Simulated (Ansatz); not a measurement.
Basis-set extrapolation for C4H9BCl2, SMILES `CC(C)CB(Cl)Cl` (PBE0-D4/def2-TZVP geometry, frozen core, the Gaussian-basis code of Ansatz). Multiplicity 1, RHF reference.

```json
{"": "HF", "def2-TZVPP": "-1100.585229", "def2-QZVPP": "-1100.618622"}
{"": "MP2 correlation", "def2-TZVPP": "-1.179383", "def2-QZVPP": "-1.268005"}
{"": "CCSD(T) correlation", "def2-TZVPP": "-1.308762", "def2-QZVPP": "not run"}
```

Energies in hartree. Use E(X) = E(∞) + A·exp(−7.88·√X) for Hartree–Fock and E(X) = E(∞) + B·X^(−2.97) for correlation, with X = 3 and 4, and add CCSD(T) minus MP2 of the smaller set to the MP2 limit.

Problem. What is the CCSD(T) energy at the basis-set limit?

Solution. HF limit: -1100.618622 + (-0.033393) × 0.13774 = -1100.62322. MP2 limit: -1.268005 + (-0.088622) × 0.74074 = -1.33365. Higher-order term: -1.308762 − (-1.179383) = -0.12938. Total: -1102.08625 hartree, 504.8 kJ/mol below CCSD(T)/def2-TZVPP.
